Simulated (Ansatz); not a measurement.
Basis-set series for C₃H₄F₂Si, SMILES `C#C[Si](C)(F)F`. Charge 0, multiplicity 1. All single points use the PBE0-D4/def2-TZVP geometry.

```xyz
10

C    -0.1872    2.6180    0.0919
C     0.2112    1.4816    0.0439
Si    0.7359   -0.2537   -0.0273
C    -0.6650   -1.4389   -0.0309
F     1.6875   -0.5314    1.2117
F     1.6225   -0.4469   -1.3289
H    -0.5310    3.6266    0.1343
H    -0.2982   -2.4670   -0.0742
H    -1.2654   -1.3233    0.8741
H    -1.3104   -1.2648   -0.8946
```

```csv
functional,basis,functions,energy (Eh),HOMO (eV),LUMO (eV)
PBE0-D4,def2-SVP,108,-605.19865,-8.71,-0.22
PBE0-D4,def2-TZVPP,253,-605.69599,-8.77,-0.43
ωB97M-V,def2-SVP,108,-605.52998,-10.97,1.98
ωB97M-V,def2-TZVPP,253,-606.03816,-11.04,1.66
```

(1) Give the rows for def2-QZVPP. (An estimate is asked.)

Results:

(1) The calculation gave: 
| functional | basis | functions | energy (Eh) | HOMO (eV) | LUMO (eV) |
| --- | --- | --- | --- | --- | --- |
| PBE0-D4 | def2-QZVPP | 475 | -605.72384 | -8.78 | -0.49 |
| ωB97M-V | def2-QZVPP | 475 | -606.06389 | -11.06 | 1.53 |

Positive LUMOs are unbound and depend on the basis.

All numbers were calculated with Ansatz.
